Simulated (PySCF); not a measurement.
# Excitation energy of Fe by level of theory

Fe [Ar] 3d6 4s2 (5D) → Fe [Ar] 3d6 4s1 4p1 (high-spin determinant), as a difference of total energies. All numbers are calculated (PySCF 2.14, the spin-free X2C one-electron Hamiltonian (Gaussian nucleus), in x2c-TZVPPall with one added diffuse shell each of s, p, d, f type (7s6p5d3f1g, 80 functions)). Correlated levels: valence: [Ar] frozen; valence and next inner shell: [Ne] frozen. The calculations carry no spin-orbit coupling.

| method | excitation energy (eV) |
| --- | --- |
| UHF | 1.301 |
| LDA | 2.729 |
| PBE | 2.512 |
| PBE0 | 2.310 |
| TPSSh | 2.306 |
| wB97X-V | 2.547 |
| HSE06 | 2.330 |
| BHandHLYP | 2.617 |
| MP2 (valence) | 2.182 |
| SCS-MP2 (valence) | 2.465 |
| MP2 (valence and next inner shell) | 2.278 |
| SCS-MP2 (valence and next inner shell) | 2.472 |

Q: How much does correlation contribute at MP2 (valence and next inner shell)?

A: 2.278 − (1.301) = 0.977 eV, measured against UHF.

A first-order spin-orbit estimate (lowest level to lowest level, LS coupling) adds 0.016 eV.

The determinant of the upper state mixes LS terms, which raises its energy above the lowest term, most at the Hartree-Fock and MP2 levels.
